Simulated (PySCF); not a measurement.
Isomers of C4H14N2Si2, mass 146.070 u with the commonest isotopes. Computed with PBE0/pcSseg-1 in PySCF (dipole) on a GFN2-xTB geometry, gas phase. One conformer each, none proved a minimum here; rigid rotors.

Question: Order these by rotational constant A, smallest first.
A. `[CH3:1][C:2]1([Si:3]([NH2:4])([NH2:5])[SiH3:6])[CH2:7][CH2:8]1` with C1–C2–Si3–N4 180°, C2–Si3–N4–H 60° and -166°, C2–Si3–N5–H -72° and 63°
B. `[SiH3:1][NH:2][C@H:3]1[CH2:4][CH2:5][N:6]([SiH3:7])[CH2:8]1` with Si1–N2–C3–C4 157°, N2–C3–C4–C5 116°, C3–C4–C5–N6 -21°, C4–C5–N6–Si7 -105°, C5–N6–C8–C3 -43°
C. `[SiH3:1][C@H:2]1[CH2:3][CH2:4][CH2:5][NH:6][N:7]1[SiH3:8]` with Si1–C2–C3–C4 66°, C2–C3–C4–C5 51°, C3–C4–C5–N6 -54°, C4–C5–N6–N7 64°

Answer: A (1753 MHz), C (1806 MHz), B (2257 MHz).

Question: Order these by out-of-plane moment Σ m c² = (Ia + Ib − Ic)/2, smallest first.
A. `[SiH3:1][C@H:2]1[CH2:3][CH2:4][CH2:5][NH:6][N:7]1[SiH3:8]` with Si1–C2–C3–C4 66°, C2–C3–C4–C5 51°, C3–C4–C5–N6 -54°, C4–C5–N6–N7 64°
B. `[CH3:1][C:2]1([Si:3]([NH2:4])([NH2:5])[SiH3:6])[CH2:7][CH2:8]1` with C1–C2–Si3–N4 180°, C2–Si3–N4–H 60° and -166°, C2–Si3–N5–H -72° and 63°
C. `[SiH3:1][NH:2][C@H:3]1[CH2:4][CH2:5][N:6]([SiH3:7])[CH2:8]1` with Si1–N2–C3–C4 157°, N2–C3–C4–C5 116°, C3–C4–C5–N6 -21°, C4–C5–N6–Si7 -105°, C5–N6–C8–C3 -43°

Answer: C (52.23 u·Å²), A (85.33 u·Å²), B (106.63 u·Å²).

Question: Order these by dipole moment, smallest first.
A. `[SiH3:1][NH:2][C@H:3]1[CH2:4][CH2:5][N:6]([SiH3:7])[CH2:8]1` with Si1–N2–C3–C4 157°, N2–C3–C4–C5 116°, C3–C4–C5–N6 -21°, C4–C5–N6–Si7 -105°, C5–N6–C8–C3 -43°
B. `[SiH3:1][C@H:2]1[CH2:3][CH2:4][CH2:5][NH:6][N:7]1[SiH3:8]` with Si1–C2–C3–C4 66°, C2–C3–C4–C5 51°, C3–C4–C5–N6 -54°, C4–C5–N6–N7 64°
C. `[CH3:1][C:2]1([Si:3]([NH2:4])([NH2:5])[SiH3:6])[CH2:7][CH2:8]1` with C1–C2–Si3–N4 180°, C2–Si3–N4–H 60° and -166°, C2–Si3–N5–H -72° and 63°

Answer: A (0.72 D), C (0.98 D), B (1.75 D).

```json
{"SMILES": "[SiH3][C@H]1CCCNN1[SiH3]", "point group": "C1", "Ia (u·Å²)": "279.88", "Ib (u·Å²)": "417.37", "Ic (u·Å²)": "526.59", "κ": "-0.41", "μa (D)": "0.92", "μb (D)": "1.45", "μc (D)": "0.37"}
{"SMILES": "CC1([Si](N)(N)[SiH3])CC1", "point group": "C1", "Ia (u·Å²)": "288.31", "Ib (u·Å²)": "477.28", "Ic (u·Å²)": "552.32", "κ": "-0.66", "μa (D)": "0.72", "μb (D)": "0.60", "μc (D)": "0.27"}
{"SMILES": "[SiH3]N[C@H]1CCN([SiH3])C1", "point group": "C1", "Ia (u·Å²)": "223.91", "Ib (u·Å²)": "576.89", "Ic (u·Å²)": "696.33", "κ": "-0.80", "μa (D)": "0.30", "μb (D)": "0.66", "μc (D)": "0.03"}
```
